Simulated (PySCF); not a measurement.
**Ce(III) with different ligands**

Computed with PySCF 2.14.0, PBE0, def2-SVP on the ligands, density fitting, scalar-relativistic core potentials, no spin-orbit coupling, vacuum. The metal has lcecp-1-SVP with ECP47. Each complex is relaxed within the symmetry of a template of the same shape. Distances are means of the shortest metal–ligand contacts, charges and spins Mulliken's; removal energies are rigid, with the ligand's formal charge and no counterpoise, so too large; for an anion taken off a cation in vacuum most of it is the attraction of opposite charges, and multiply charged cations can part far more cheaply with an electron moved from ligand to metal. lcecp potentials hold a fixed number of 4f electrons in the core, out of states, spins and gaps.

```json
{"complex": "[Ce(H2S)3]3+", "point group": "C1", "M–first ligand (Å)": "2.963", "charge on M (e)": "1.72", "removal of one first-named ligand (eV)": "2.68", "strongest infrared band, degenerate modes summed (cm⁻¹)": "–", "unstable modes (below −25 cm⁻¹)": "1"}
{"complex": "[Ce(NH3)3]3+", "point group": "C3", "M–first ligand (Å)": "2.534", "charge on M (e)": "1.93", "removal of one first-named ligand (eV)": "3.67", "strongest infrared band, degenerate modes summed (cm⁻¹)": "3358", "unstable modes (below −25 cm⁻¹)": "0"}
```

(1) What does the calculation give for [Ce(H2O)3]3+?

Members with unstable modes aren't minima as they stand: saddle points kept by symmetry or, where the modes are soft, flat surfaces and noise. Moved off a saddle point of the template and relaxed again: [Ce(H2S)3]3+, [Ce(H2O)3]3+, [Ce(NH3)3]3+. One start shape was tried for each, so a minimum needn't be the lowest isomer.

## Answers

(1) point group: D3, nearly planar, M–first ligand (Å): 2.380, charge on M (e): 2.07, removal of one first-named ligand (eV): 3.46, strongest infrared band, degenerate modes summed (cm⁻¹): 3591, unstable modes (below −25 cm⁻¹): 0 (lowest -7 cm⁻¹, within noise).
```xyz
10

Ce    0.0000    0.0000    0.0000
O     2.3796    0.0000    0.0000
H     2.9954   -0.7677    0.0665
H     2.9954    0.7677   -0.0665
O    -1.1898    2.0608    0.0000
H    -0.8329    2.9779    0.0665
H    -2.1625    2.2103   -0.0665
O    -1.1898   -2.0607    0.0000
H    -2.1625   -2.2102    0.0665
H    -0.8329   -2.9779   -0.0665
```
